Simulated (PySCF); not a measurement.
# Dipole moment and polarisability of `C#C/C=C/SC(F)(F)F`

Species: C5H3F3S.
Structure used (GFN2-xTB), in Å, numbered top down from 1:
```xyz
12
C5H3F3S angstrom
C      3.319    0.915    0.808
C      2.412    0.346    0.261
C      1.364   -0.332   -0.385
C      0.093    0.051   -0.265
S     -1.217   -0.770   -1.115
C     -2.601   -0.038   -0.175
F     -2.537   -0.342    1.123
F     -2.614    1.294   -0.258
F     -3.759   -0.486   -0.642
H      4.112    1.408    1.285
H      1.637   -1.182   -0.995
H     -0.207    0.898    0.331
```

Level: PBE0/def2-SVPD (PySCF), static field, nuclei fixed, core orbitals frozen in the response. The polarisability tensor in these axes (au):

```
x   135.91  14.34  18.02
y    14.34  66.47  10.44
z    18.02  10.44  67.09
```

Give the principal values, the mean and the anisotropy Δα = √{½[(α1 − α2)² + (α2 − α3)² + (α1 − α3)²]}.

Principal values 56.24, 69.37 and 143.86 au; mean 89.82 au = 13.31 Å³ = 14.81 × 10⁻⁴⁰ C²·m²/J; Δα = 81.84 au (91 % of the mean).

What is the dipole moment, and where does it point?

(1.24, 0.01, -0.12) D, 1.24 D in size, pointing from the negative to the positive side. Measured along this direction, the outermost atoms are F9 at the negative end and H10 at the positive end.

Molar refractivity from α?

Lorentz–Lorenz: R = (4π/3)N_A α = 2.5225 cm³/(mol·Å³) × 13.31 Å³ = 33.6 cm³/mol, in the limit of long wavelengths.

Find the Langevin capture rate constant for NO+ (29.998 u) meeting this molecule (151.991 u), k = 2.342 × 10⁻⁹ cm³/s × √(α in Å³ / reduced mass in u).

The reduced mass is 25.05 u, so k = 1.71 × 10⁻⁹ cm³/s. The formula leaves out the permanent dipole, which adds to the capture rate.

Orientational against electronic polarisability at 250 K (dilute gas, rigid molecules)?

In Gaussian units μ²/3kT = 14.97 Å³ against 13.31 Å³, a ratio of 1.12; the Debye molar polarisation (4π/3)N_A(α + μ²/3kT) is 71.3 cm³/mol, leaving out the vibrational part.

One conformer (not necessarily the lowest) at the GFN2-xTB geometry, without solvent, vibrations or thermal averaging.
